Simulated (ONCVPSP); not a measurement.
## What the settings do to the ONCV potential of magnesium

Base potential:

| Property | Result |
| --- | --- |
| Element | magnesium (Mg) |
| Generator | ONCVPSP 4.0.1 |
| Type | optimised norm-conserving Vanderbilt (ONCV) |
| Functional | LDA (Perdew-Zunger) |
| Relativity | scalar-relativistic |
| Frozen core | [He] |
| Valence charge | 10 |
| Reference configuration | 2s2 2p6 3s2 |
| Partial waves | 2s+3s: rc 1.05 bohr, ncon 4, nbas 7, qcut 12.6 1/bohr, 2 projectors; 2p: rc 0.75 bohr, ncon 3, nbas 7, qcut 22.2 1/bohr, 2 projectors, debl 0.9 Ha; d scattering state at 0.13 Ha: rc 0.95 bohr, ncon 4, nbas 8, qcut 11.9 1/bohr, 2 projectors, debl 2.8 Ha |
| Local potential | polynomial inside 0.75 bohr (lpopt 5, dvloc0 0 Ha) |
| Core correction | Teter function, fcfact 3.25, rcfact 1.8 |

In the p channel the program set the typed energies aside and used -1.717, 0.250 Ha.

All-electron outer shells of the reference configuration (LDA (Perdew-Zunger), scalar-relativistic, ld1.x):

| shell | level (eV) | outermost node (bohr) | outermost maximum (bohr) |
| --- | --- | --- | --- |
| 1s | -1253.43 | – | 0.09 |
| 2s | -79.28 | 0.18 | 0.55 |
| 2p | -46.72 | – | 0.48 |
| 3s | -4.79 | 0.90 | 2.53 |

Cutoffs, loose and tight: the cutoffs (Ha) at which the residual kinetic energy of the hardest occupied pseudo-wave falls to 1 and 0.1 mHa per electron. They do not see the model core or the augmentation charge, which bear on the density cutoff. Test errors are all-electron minus pseudo excitation energies from the reference, over the configurations 2s2 2p6 3s1; 2s2 2p6 3s0; 2s2 2p6 3s1.5; 2s2 2p6 3s0 3p1. A dash means not determined; rows that change the core or the reference have their own tests.

| change | outcome | cutoff, loose | cutoff, tight | bound ghosts | GHOST(+) flags above zero | largest test error (meV) |
| --- | --- | --- | --- | --- | --- | --- |
| base | generated, projector energies reset by the program | 144 Ha | 172 Ha | none | none | -0.3 |
| p: qcut 33.5 | generated, projector energies reset by the program | 167 Ha | 203 Ha | none | none | -0.3 |
| s: qcut 11.9; p: qcut 21; d: qcut 11.2 | generated, projector energies reset by the program | 138 Ha | 163 Ha | none | none | -0.3 |
| core correction none | generated, projector energies reset by the program | 144 Ha | 172 Ha | none | none | +0.3 |
| d: rc 0.9 | generated, projector energies reset by the program | 144 Ha | 172 Ha | none | none | -0.3 |

What comes out with this change to the base: reference 2s2 2p6 3s0.5?

outcome: generated, projector energies reset by the program; cutoff, loose: 144 Ha; cutoff, tight: 172 Ha; bound ghosts: none; GHOST(+) flags above zero: none; largest test error (meV): -81.
